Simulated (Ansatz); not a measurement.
Cost and result for the atomization energy of C$_{2}$H$_{7}$BO$_{2}$ (`CCB(O)O`) (12 atoms, 11 bonds).

Z-matrix (Å, degrees):
```
C
C 1 1.524
H 1 1.095 2 111.7
H 1 1.092 2 112.1 3 119.7
H 1 1.095 2 111.7 3 -120.6
B 2 1.575 1 115.9 3 60.3
H 2 1.096 1 110.2 3 -62.3
H 2 1.096 1 110.3 3 -177.1
O 6 1.363 2 118.8 1 179.6
O 6 1.370 2 123.8 1 -0.4
H 9 0.961 6 111.9 2 180.0
H 10 0.959 6 113.0 2 0.0
```

Charge 0, multiplicity 1. The geometry is a stationary point of PBE0-D4/def2-TZVP. It is one conformer, not always the lowest. Program: Ansatz. All runs use 4 threads of an Intel Xeon on a shared host. Times are those of one run each, without the atoms' runs, and a repeat can differ threefold. Electronic energies, without spin–orbit coupling; frozen cores. CCSD(T)/CBS adds CCSD(T) − MP2 in def2-TZVPP to the MP2 limit, and its time is that of the two runs behind it. T1 = 0.011. HSE06 is the plane-wave form, built on full-range PBE exchange.

CCSD(T)/CBS is a level of theory with its own doubt, some kJ/mol a heavy atom from the limit and from the frozen cores, so smaller differences don't rank the functionals.

```csv
level,functions,wall time
revPBE-D4/def2-TZVPP,253,3.5 s
PBE0-D4/def2-TZVPP,253,4.1 s
PBE-D4/def2-TZVPP (with forces),253,4.8 s
HSE06-D4/def2-TZVPP,253,5.5 s
BHLYP-D4/def2-TZVPP,253,6 s
CAM-B3LYP-D4/def2-TZVPP,253,6.5 s
r2SCAN-D4/def2-TZVPP (with forces),253,7 s
CCSD(T)/def2-SVP,105,9.5 s
ωB97X-V/def2-TZVPP,253,13 s
ωB97M-V/def2-TZVPP (with forces),253,15 s
MP2/def2-QZVPP,495,38 s
CCSD(T)/def2-TZVPP,253,2.9 min
CCSD(T)/CBS(def2),–,3.6 min
```

Question: What atomization energy does each give, and how far from CCSD(T)/CBS? (Best estimate.)

Answer: Computed: 
| level | atomization (kcal/mol) | difference from CCSD(T)/CBS | per bond |
| --- | --- | --- | --- |
| revPBE-D4/def2-TZVPP | 1176.8 | -7.7 | -0.7 |
| PBE0-D4/def2-TZVPP | 1186.8 | 2.3 | 0.2 |
| PBE-D4/def2-TZVPP (with forces) | 1207.3 | 22.8 | 2.1 |
| HSE06-D4/def2-TZVPP | 1187.7 | 3.2 | 0.3 |
| BHLYP-D4/def2-TZVPP | 1150.6 | -33.9 | -3.1 |
| CAM-B3LYP-D4/def2-TZVPP | 1191.7 | 7.2 | 0.7 |
| r2SCAN-D4/def2-TZVPP (with forces) | 1189.3 | 4.8 | 0.4 |
| CCSD(T)/def2-SVP | 1133.9 | -50.6 | -4.6 |
| ωB97X-V/def2-TZVPP | 1184.0 | -0.5 | 0.0 |
| ωB97M-V/def2-TZVPP (with forces) | 1189.1 | 4.6 | 0.4 |
| MP2/def2-QZVPP | 1196.4 | 11.9 | 1.1 |
| CCSD(T)/def2-TZVPP | 1157.3 | -27.2 | -2.5 |
| CCSD(T)/CBS(def2) | 1184.5 | 0.0 | 0.0 |

The D4 term adds +7.1 kcal/mol with B3LYP and +3.7 kcal/mol with PBE0; it sums over pairs of atoms, weighted by their polarisabilities, and B3LYP, whose exchange is more repulsive, gets the larger term. From BLYP to BHLYP (50 % exact exchange), in def2-TZVPP and without D4, the atomization energy moves by −26.4 kcal/mol: exact exchange takes away binding that semilocal exchange gives to molecules. At CCSD(T), def2-SVP lies −50.6 kcal/mol from the extrapolated value and def2-TZVPP −27.2 kcal/mol: correlation converges slowly with the basis, and small sets miss more of it in the bonded molecule than in its fragments.

B3LYP here is the variant with VWN-RPA as its local correlation; programs differ in this.
